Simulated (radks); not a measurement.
Charge is removed step by step from the 3d3/2 level of neutral titanium, starting from [Ar] 3d(3/2: 2, 5/2: 0) 4s2. Method: Dirac Kohn-Sham, BLYP, spin-unpolarised, spherical densities, point nucleus; computed with a radial shooting solver on a logarithmic mesh with Libxc functionals.

removed (e)  E - E(0) (eV)  eigenvalue (eV)  E minus straight line (eV)
0                    0.000           -4.151                       0.000
0.25                 1.349           -6.690                      -1.063
0.5                  3.367           -9.492                      -1.459
0.75                 6.115          -12.532                      -1.123
1                    9.651          -15.789                       0.000

Removing the whole electron costs 9.651 eV by Delta-SCF, against 4.151 eV from minus the eigenvalue at the starting occupation. Slater's transition state (half an electron removed) gives 9.492 eV. Integrating minus the eigenvalue over the occupation (Janak's theorem) gives 9.651 eV. The mean slope of the eigenvalue, de/dn, is 11.6 eV per electron.
